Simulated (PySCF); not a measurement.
## Excitation energy of I²⁺ by level of theory

I²⁺ [Kr] 4d10 5s2 5p3 (4S) → I²⁺ [Kr] 4d10 5s1 5p4 (4P), as a difference of total energies. Calculation: PySCF 2.14, in ANO-RCC-VTZP (7s6p4d2f1g, 68 functions); scalar relativity by spin-free X2C-1e. Correlated levels: valence: [Kr] 4d10 frozen; valence and next inner shell: [Ar] 3d10 frozen. The calculations carry no spin-orbit coupling.

```
                                method  excitation energy (eV)
                                   UHF                  11.119
                                   LDA                  11.558
                                   PBE                  11.413
                                  PBE0                  11.384
                                r2SCAN                  11.154
                                   M06                  11.584
                                PBEsol                  11.417
                               wB97M-V                  11.398
                         MP2 (valence)                  11.039
                     SCS-MP2 (valence)                  11.022
    MP2 (valence and next inner shell)                  11.480
SCS-MP2 (valence and next inner shell)                  11.373
```

Problem. How much does correlation contribute at MP2 (valence and next inner shell)?

Solution. 11.480 − (11.119) = 0.361 eV, measured against UHF.

A first-order spin-orbit estimate (lowest level to lowest level, LS coupling) adds -0.396 eV.
